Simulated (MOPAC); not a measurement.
A run for MOPAC: PM7 on C2H8S (a complex), monomers drawn apart or pushed together.

```
PM7 1SCF PRECISE CHARGE=0 THREADS=1
C2H8S

S      0.14783482 1     0.12317471 1    -0.19878010 1
H      0.90338942 1     0.48977931 1     0.84802223 1
H     -0.29284410 1    -0.97515933 1     0.43460213 1
C     -0.88101590 1    -0.23103521 1     4.93541271 1
C      0.64462623 1    -0.19607687 1     4.94289998 1
H     -1.28018873 1     0.04768610 1     3.95853946 1
H     -1.29532398 1     0.46258164 1     5.66947823 1
H     -1.25569650 1    -1.22785974 1     5.17658696 1
H      1.06479184 1    -0.90234738 1     4.22342688 1
H      1.04454736 1    -0.45649077 1     5.92469938 1
H      1.01986186 1     0.79835975 1     4.69083779 1
```

The log:

```
*******************************************************************************
 **                                                                           **
 **                              MOPAC v23.2.5                                **
 **                                                                           **
 *******************************************************************************
 ** MOPAC's Digital Object Identifier: https://doi.org/10.5281/zenodo.6511958 **
 **                                                                           **
 ** Please cite the open-source release paper for use of this MOPAC version:  **
 ** J. E. Moussa and J. J. P. Stewart (2026)                                  **
 ** MOPAC: An open-source semiempirical molecular orbital program             **
 ** J. Open Source Softw., 11(119), 8025, https://doi.org/10.21105/joss.08025 **
 *******************************************************************************

                              PM7 CALCULATION RESULTS

 *******************************************************************************
 *  PM7        - The PM7 Hamiltonian to be used
 *
 *
 *
 *                 CHARGE ON SYSTEM = 0
 *
 *
 *
 *  PRECISE    - TIGHTER CRITERIA TO BE USED
 *  1SCF       - DO 1 SCF AND THEN STOP
 *  THREADS=1  - MULTI-THREADING NOT USED
 *  T=         - A TIME OF 172800.0 SECONDS REQUESTED
 *  DUMP=N     - RESTART FILE WRITTEN EVERY 7200.0 SECONDS REQUESTED
 *******************************************************************************
PM7 1SCF PRECISE CHARGE=0 THREADS=1
 C2H8S

   ATOM   CHEMICAL          X               Y               Z
  NUMBER   SYMBOL      (ANGSTROMS)     (ANGSTROMS)     (ANGSTROMS)

     1       S          0.14783482  *   0.12317471  *  -0.19878010  *
     2       H          0.90338942  *   0.48977931  *   0.84802223  *
     3       H         -0.29284410  *  -0.97515933  *   0.43460213  *
     4       C         -0.88101590  *  -0.23103521  *   4.93541271  *
     5       C          0.64462623  *  -0.19607687  *   4.94289998  *
     6       H         -1.28018873  *   0.04768610  *   3.95853946  *
     7       H         -1.29532398  *   0.46258164  *   5.66947823  *
     8       H         -1.25569650  *  -1.22785974  *   5.17658696  *
     9       H          1.06479184  *  -0.90234738  *   4.22342688  *
    10       H          1.04454736  *  -0.45649077  *   5.92469938  *
    11       H          1.01986186  *   0.79835975  *   4.69083779  *



          CARTESIAN COORDINATES

    NO.       ATOM           X           Y           Z

     1         S          0.1478      0.1232     -0.1988
     2         H          0.9034      0.4898      0.8480
     3         H         -0.2928     -0.9752      0.4346
     4         C         -0.8810     -0.2310      4.9354
     5         C          0.6446     -0.1961      4.9429
     6         H         -1.2802      0.0477      3.9585
     7         H         -1.2953      0.4626      5.6695
     8         H         -1.2557     -1.2279      5.1766
     9         H          1.0648     -0.9023      4.2234
    10         H          1.0445     -0.4565      5.9247
    11         H          1.0199      0.7984      4.6908

 General Reference for PM7:
 "Optimization of Parameters for Semiempirical Methods VI: More Modifications to the
 NDDO Approximations and Re-optimization of Parameters", J. J. P. Stewart, J. Mol. Mod., 1:32, 19 (2013)
 https://link.springer.com/article/10.1007/s00894-012-1667-x

           Empirical Formula: C2 H8 S  =    11 atoms



      MOLECULAR POINT GROUP   :   C1


      RHF CALCULATION, NO. OF DOUBLY OCCUPIED LEVELS = 11


 -------------------------------------------------------------------------------
 PM7 1SCF PRECISE CHARGE=0 THREADS=1
 C2H8S



     1SCF WAS SPECIFIED, SO BFGS WAS NOT USED
     SCF FIELD WAS ACHIEVED


                              PM7 CALCULATION
                                                       MOPAC v23.2.5 Linux




          FINAL HEAT OF FORMATION =        -21.92584 KCAL/MOL =     -91.73772 KJ/MOL


          COSMO AREA              =        134.57 SQUARE ANGSTROMS
          COSMO VOLUME            =        111.10 CUBIC ANGSTROMS

          IONIZATION POTENTIAL    =          9.355367 EV
          HOMO LUMO ENERGIES (EV) =         -9.355 -0.823
          NO. OF FILLED LEVELS    =         11
          MOLECULAR WEIGHT        =         64.1452         POINT GROUP:  C1

          MOLECULAR DIMENSIONS (Angstroms)

            Atom       Atom       Distance
            H    10    S     1     6.21588
            H     8    H     2     3.07119
            H     7    H     3     2.47418


          SCF CALCULATIONS        =          1





   ATOM   CHEMICAL          X               Y               Z
  NUMBER   SYMBOL      (ANGSTROMS)     (ANGSTROMS)     (ANGSTROMS)

     1       S          0.14783482  *   0.12317471  *  -0.19878010  *
     2       H          0.90338942  *   0.48977931  *   0.84802223  *
     3       H         -0.29284410  *  -0.97515933  *   0.43460213  *
     4       C         -0.88101590  *  -0.23103521  *   4.93541271  *
     5       C          0.64462623  *  -0.19607687  *   4.94289998  *
     6       H         -1.28018873  *   0.04768610  *   3.95853946  *
     7       H         -1.29532398  *   0.46258164  *   5.66947823  *
     8       H         -1.25569650  *  -1.22785974  *   5.17658696  *
     9       H          1.06479184  *  -0.90234738  *   4.22342688  *
    10       H          1.04454736  *  -0.45649077  *   5.92469938  *
    11       H          1.01986186  *   0.79835975  *   4.69083779  *

                             CARTESIAN COORDINATES

   1    S        0.147834820     0.123174710    -0.198780100
   2    H        0.903389420     0.489779310     0.848022230
   3    H       -0.292844100    -0.975159330     0.434602130
   4    C       -0.881015900    -0.231035210     4.935412710
   5    C        0.644626230    -0.196076870     4.942899980
   6    H       -1.280188730     0.047686100     3.958539460
   7    H       -1.295323980     0.462581640     5.669478230
   8    H       -1.255696500    -1.227859740     5.176586960
   9    H        1.064791840    -0.902347380     4.223426880
  10    H        1.044547360    -0.456490770     5.924699380
  11    H        1.019861860     0.798359750     4.690837790


           Empirical Formula: C2 H8 S  =    11 atoms



      MOLECULAR POINT GROUP   :   C1


                  EIGENVALUES
 -27.34723 -27.01237 -21.59741 -15.29010 -15.28218 -14.18169 -13.32923 -12.15979
 -12.15473 -11.76335  -9.35537  -0.82348  -0.23368  -0.12935   0.02777   0.05387
   2.81637   3.37839   4.32417   5.47657   5.48856   5.99184   6.00238   6.85133
   6.98295


              NET ATOMIC CHARGES AND DIPOLE CONTRIBUTIONS

  ATOM NO.   TYPE          CHARGE      No. of ELECS.   s-Pop       p-Pop       d-Pop
    1          S          -0.327224        6.3272     1.87688     4.30549     0.14486
    2          H           0.163741        0.8363     0.83626
    3          H           0.163482        0.8365     0.83652
    4          C          -0.418746        4.4187     1.04634     3.37241
    5          C          -0.418890        4.4189     1.04637     3.37252
    6          H           0.138208        0.8618     0.86179
    7          H           0.141792        0.8582     0.85821
    8          H           0.140562        0.8594     0.85944
    9          H           0.135794        0.8642     0.86421
   10          H           0.141869        0.8581     0.85813
   11          H           0.139412        0.8606     0.86059
 DIPOLE           X         Y         Z       TOTAL
 POINT-CHG.     0.233    -0.562     1.366     1.495
 HYBRID         0.064    -0.134     0.305     0.339
 SUM            0.297    -0.696     1.671     1.834


          ATOMIC ORBITAL ELECTRON POPULATIONS

     Atom    s        px        py        pz      x^2-y^2     xz        z^2       yz        xy
    1  S   1.87688   1.61357   1.34059   1.35132   0.01933   0.04732   0.01804   0.04298   0.01718
    2  H   0.83626
    3  H   0.83652
    4  C   1.04634   1.03004   1.17202   1.17035
    5  C   1.04637   1.03236   1.16758   1.17258
    6  H   0.86179
    7  H   0.85821
    8  H   0.85944
    9  H   0.86421
   10  H   0.85813
   11  H   0.86059

 **********************
 *                    *
 * JOB ENDED NORMALLY *
 *                    *
 **********************




 == MOPAC DONE ==
```

The run finished.

Cost: very roughly 0.020 core-seconds.
